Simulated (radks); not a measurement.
Results of a calculation; reference values are marked as such.
Spherical quantum dot in the effective-mass picture: electrons in a parabolic well V = omega^2 r^2 / 2 with omega = 0.291, all in effective atomic units (hartree* = m*/eps^2 hartree, bohr* = eps/m* bohr), one dielectric constant everywhere. Level of theory: non-relativistic Kohn-Sham, PBE, spin-polarised, spherical densities (a radial shooting solver with Libxc functionals). Levels are named by radial order and angular momentum (1s, 1p, 1d, 2s, ...), and open shells are averaged over m. Results are scaled to m* = 0.049 and eps = 9, for which hartree* = 16.46 meV and bohr* = 9.72 nm.

N = 7, configuration 1s2 1p(up 3, down 2). This is the lowest configuration that the search found. Occupied and some empty levels:

level    occupation  eigenvalue (meV)  <r> (nm)
1s up             1            35.944     29.09
1s down           1            36.156     28.83
1p up             3            38.323     35.14
1p down           2            38.577     35.14
1d up             0            41.204     39.67
1d down           0            41.459     39.77
2s up             0            42.292     34.29
2s down           0            42.422     34.35
1f up             0            44.449     43.52
1f down           0            44.688     43.67

Energy (meV): total 166.267, kinetic 22.332, external 63.541, Hartree 105.34, exchange-correlation -24.946.
